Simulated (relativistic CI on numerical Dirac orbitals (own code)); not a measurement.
## Electric-dipole transitions in Gd57+

Computed by Dirac-Coulomb-Breit CI, separate exchange-only KLI orbitals for each configuration, model QED, unscaled Slater integrals (own radial code, finite nucleus).

Configurations in the expansion (outside the closed core 1s2): 2s²2p³, 2s2p⁴, 2p⁵, 2p⁴3s, 2p⁴3p, 2p⁴3d, 2s²2p²3s, 2s²2p²3p, 2s²2p²3d, 2s2p³3s, 2s2p³3p, 2s2p³3d, 2s²2p²4s, 2s²2p²4p, 2s²2p²4d, 2s²2p²4f. Levels of other configurations are missing.

```csv
λ vac (Å),Lower,Upper,A (s⁻¹),E lower (eV),E upper (eV)
1.6120,2s²2p³ ²P°1/2 [4],2s²2p²3d ²D3/2 [120],5.23e+14,771.08,8462.47
1.6121,2s²2p³ ²P°3/2 [1],2s²2p²3d ²P1/2 [50],5.92e+14,0.00,7690.89
1.6128,2s²2p³ ⁴S°3/2 [2],2s2p³3p ²P3/2 [109],4.27e+14,707.43,8394.95
1.6134,2s²2p³ ²D°5/2 [3],2s²2p²3d ²F7/2 [113],7.08e+14,729.84,8414.49
1.6137,2s²2p³ ²P°3/2 [1],2s²2p²3d ²D3/2 [49],4.22e+14,0.00,7683.06
1.6155,2s²2p³ ²P°3/2 [1],2s²2p²3d ²D5/2 [48],8.30e+14,0.00,7674.69
1.6158,2s²2p³ ²D°5/2 [3],2s2p³3p ²F5/2 [110],3.82e+14,729.84,8402.90
1.6179,2s²2p³ ²P°3/2 [1],2s2p³3p ²D3/2 [47],4.79e+14,0.00,7663.08
1.6183,2s²2p³ ²P°3/2 [1],2s2p³3p ²P1/2 [46],6.07e+14,0.00,7661.17
1.6194,2s2p⁴ ²P3/2 [7],2s2p³3d ²D°3/2 [177],5.76e+14,1074.71,8731.00
1.6199,2s2p⁴ ⁴P5/2 [5],2s2p³3d ⁴P°3/2 [153],1.21e+15,985.39,8639.21
1.6199,2s2p⁴ ²S1/2 [6],2s2p³3d ²P°3/2 [175],4.87e+14,1073.02,8726.78
1.6202,2s2p⁴ ²P3/2 [7],2s2p³3d ²F°5/2 [176],7.05e+14,1074.71,8727.15
1.6203,2s2p⁴ ⁴P5/2 [5],2s2p³3d ⁴D°7/2 [151],6.75e+14,985.39,8637.52
1.6204,2s2p⁴ ⁴P5/2 [5],2s2p³3d ⁴D°5/2 [150],9.80e+14,985.39,8636.89
1.6288,2s2p⁴ ⁴P5/2 [5],2s2p³3d ⁴G°7/2 [138],3.12e+14,985.39,8597.29
1.6318,2s²2p³ ²D°5/2 [3],2s2p³3p ²F7/2 [101],3.04e+14,729.84,8327.79
1.6333,2s²2p³ ²P°3/2 [1],2s2p³3p ²D5/2 [38],3.53e+14,0.00,7590.88
1.7608,2s2p⁴ ⁴P3/2 [9],2s2p³3d ⁴D°5/2 [182],3.19e+14,1716.17,8757.59
1.7615,2s2p⁴ ⁴P5/2 [5],2s2p³3d ²F°7/2 [80],2.15e+14,985.39,8023.76
1.7624,2s²2p³ ²P°3/2 [8],2s²2p²3d ²D5/2 [127],7.58e+14,1480.15,8515.12
1.7649,2s2p⁴ ⁴P3/2 [9],2s2p³3d ⁴P°5/2 [179],3.71e+14,1716.17,8741.17
1.7654,2s²2p³ ⁴S°3/2 [2],2s²2p²3d ²D5/2 [55],7.23e+14,707.43,7730.39
1.7670,2s2p⁴ ²D5/2 [10],2s2p³3d ²F°7/2 [185],9.11e+14,1754.19,8770.93
1.7689,2s²2p³ ²P°3/2 [8],2s²2p²3d ²D3/2 [123],1.16e+15,1480.15,8489.15
1.7691,2s²2p³ ²D°5/2 [3],2s²2p²3d ²F7/2 [56],1.28e+15,729.84,7737.98
1.7693,2s²2p³ ⁴S°3/2 [2],2s²2p²3d ²F5/2 [54],5.93e+14,707.43,7715.11
1.7698,2s²2p³ ⁴S°3/2 [2],2s²2p²3d ²P3/2 [52],5.41e+14,707.43,7712.83
1.7700,2s²2p³ ²P°3/2 [8],2s²2p²3d ²D5/2 [122],8.80e+14,1480.15,8485.01
1.7711,2s²2p³ ²D°5/2 [3],2s²2p²3d ²D5/2 [55],4.34e+14,729.84,7730.39
1.7735,2s²2p³ ²P°3/2 [1],2s²2p²3d ²D5/2 [20],7.77e+14,0.00,6990.88
1.7749,2s²2p³ ²D°5/2 [3],2s²2p²3d ²F5/2 [54],2.22e+14,729.84,7715.11
1.7751,2s2p⁴ ²P1/2 [11],2s2p³3d ²P°3/2 [190],1.04e+15,1804.65,8789.24
1.7762,2s2p⁴ ⁴P5/2 [5],2s2p³3d ⁴D°7/2 [74],1.11e+15,985.39,7965.77
1.7770,2s2p⁴ ²D3/2 [12],2s2p³3d ²D°5/2 [191],1.39e+15,1814.72,8792.07
1.7774,2s²2p³ ²P°1/2 [4],2s²2p²3d ²P1/2 [58],8.56e+14,771.08,7746.50
1.7782,2s2p⁴ ⁴P5/2 [5],2s2p³3d ²D°5/2 [72],5.05e+14,985.39,7957.68
1.7786,2s²2p³ ²P°1/2 [4],2s²2p²3d ²D3/2 [57],7.53e+14,771.08,7742.07
1.7789,2s2p⁴ ⁴P3/2 [9],2s2p³3d ⁴F°3/2 [164],4.84e+14,1716.17,8685.83
1.7793,2s2p⁴ ²D5/2 [10],2s2p³3d ²D°5/2 [174],7.70e+14,1754.19,8722.23
1.7799,2s2p⁴ ²S1/2 [6],2s2p³3d ²P°3/2 [82],5.07e+14,1073.02,8038.68
1.7807,2s2p⁴ ²P3/2 [7],2s2p³3d ²D°5/2 [81],1.13e+15,1074.71,8037.25
1.7813,2s2p⁴ ⁴P3/2 [9],2s2p³3d ⁴D°5/2 [161],3.46e+14,1716.17,8676.63
1.7815,2s2p⁴ ²D5/2 [10],2s2p³3d ²F°7/2 [172],4.23e+14,1754.19,8713.87
1.7834,2s2p⁴ ⁴P3/2 [9],2s2p³3d ⁴D°5/2 [159],4.60e+14,1716.17,8668.22
```

Terms are leading LS components. Brackets give the number of a level in order of energy, since labels repeat. The list gives strong lines, with weight on those to low levels, without lines whose two gauges differ by over a factor of 2.5, among the lowest 200 of 359 levels, so that lines to higher ones, which can be the strongest, are missing. Levels whose partners in the same complex of configurations lie outside the list can be far off, and so can their lines. Rates are taken at the computed energies, electric ones in the length gauge.

At this charge energies of transitions that change n are usually good to better than 1 %, and those within a shell (Δn = 0) to a few per cent.

LS names give the leading component of a level, which can be under half, so a name can repeat, a term be missing and a line seem to break the LS rules.
